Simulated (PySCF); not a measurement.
SMILES [Ge]([CH3])([Al]([CH3])[CH3])([CH3])[CH3], GFN2-xTB optimised geometry. Atoms within 1.6 Å of the plane z = 0.6 Å (x, y, z in Å): Ge1 (-0.42, 0.49, 0.00), C2 (-0.90, 2.44, 0.00), C3 (-0.90, -0.13, 1.85), C4 (1.59, 0.49, 0.00), H8 (-0.58, 2.92, -0.92), H9 (-0.43, 2.95, 0.83), H10 (-1.98, 2.57, 0.09), H12 (-0.57, -1.15, 2.02), H13 (-1.98, -0.09, 2.00), H14 (1.98, 0.90, -0.93), H15 (1.97, 1.08, 0.82), H16 (1.98, -0.52, 0.10), H20 (-1.56, -2.95, -0.33).

Level of theory: PBE0/def2-SVP in PySCF.

Map of the electrostatic potential (hartree/e), clipped to [-0.08, 0.12] on the plane z = 0.6 Å:

```
|000000000000000000000000000|
|100000000000000000000000000|
|110000000000000000000000000|
|111000000001210000000000000|
|111111111138962000000000000|
|111111256699993000000000000|
|111111499999992000000000000|
|111111399999961000000000000|
|111111234899942001321000000|
|111111111499996228993000000|
|111111112799999699995000000|
|111111124999999999994000000|
|111111124999999999992000000|
|111111123899999999971000000|
|111111112499999449992000000|
|111111111246874226993100000|
|111111111112221113542100000|
|111111111011111111221100000|
|111111111111111111111110000|
|111111111211111111111110000|
|111111112332111111111111100|
|111110113432111111111111111|
|111100012221111111111111111|
|111100011111111111111111111|
|111100001111111111111111111|
|111100000011111111111111111|
|111100000001111111111111111|
```
Scale: ten equal steps from -0.014 (start of '0') to 0.120 (end of '9'), in the order '0123456789'; x runs from -5.00 to 5.00, y from -5.00 (bottom) to 5.00 (top).
